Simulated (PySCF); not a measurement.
Compound: C2H10BN.
Atom-mapped SMILES: `[BH3-:1][NH2+:2][CH2:3][CH3:4]` (hydrogens: H5, H6, H7 on B1; H8, H9 on N2; H10, H11 on C3; H12, H13, H14 on C4)

A GFN2-xTB structure was refined with PBE0-D3(BJ)/def2-SVP geometry optimisation, gas phase (PySCF 2.14.0). Its GFN2-xTB values:

| coordinate | GFN2-xTB |
| --- | --- |
| B1–N2 | 1.678 Å |
| B1–H5 | 1.199 Å |
| B1–H6 | 1.163 Å |
| N2–C3 | 1.466 Å |
| N2–H8 | 1.026 Å |
| C3–C4 | 1.475 Å |
| C3–H10 | 1.091 Å |
| C4–H12 | 1.090 Å |
| B1–N2–H8 | 105.7° |
| N2–B1–H5 | 103.2° |
| N2–C3–C4 | 112.2° |
| C3–N2–H8 | 111.3° |
| C3–C4–H12 | 112.9° |
| C3–C4–H13 | 112.0° |
| H8–N2–H9 | 108.0° |
| H12–C4–H13 | 105.6° |

Q: How do these coordinates change at the PBE0-D3(BJ)/def2-SVP level?

A: 
```tsv
coordinate	PBE0-D3(BJ)/def2-SVP (Å or °)	change
B1–H6	1.226	+0.063
B1–N2	1.626	-0.052
C3–C4	1.514	+0.039
B1–H5	1.226	+0.027
C4–H12	1.102	+0.012
C3–H10	1.100	+0.009
N2–C3	1.471	+0.005
N2–H8	1.022	-0.004
B1–N2–H8	108.1	+2.4
H8–N2–H9	105.6	-2.4
N2–B1–H5	105.5	+2.3
H12–C4–H13	107.4	+1.8
C3–C4–H13	110.3	-1.7
C3–N2–H8	109.8	-1.5
N2–C3–C4	113.5	+1.3
C3–C4–H12	111.7	-1.2
```

The energy falls by 15.2 kJ/mol over 5 energy and gradient evaluations, the largest force component goes from 0.0371 to 1.6e-04 Eh/bohr, and the atoms move by 0.030 Å rms after alignment. The bond that changes most is B1–H6 (four-coordinate boron to B–H hydrogen), which lengthens by 0.063 Å. Bonds longer at the end by more than 0.005 Å: 8 of 13; shorter: 3. Rotational constants go from 23274, 3659, 3440 to 23019, 3641, 3426 MHz.

The run used 106 basis functions and 29 SCF cycles in all.

No PBE0-D3(BJ)/def2-SVP frequencies stand behind this structure, so it isn't proved a minimum. The numbers are those of one conformer.

Conformer computed: `[BH3-:1][NH2+:2][CH2:3][CH3:4]`: B1–N2–C3–C4 179°.
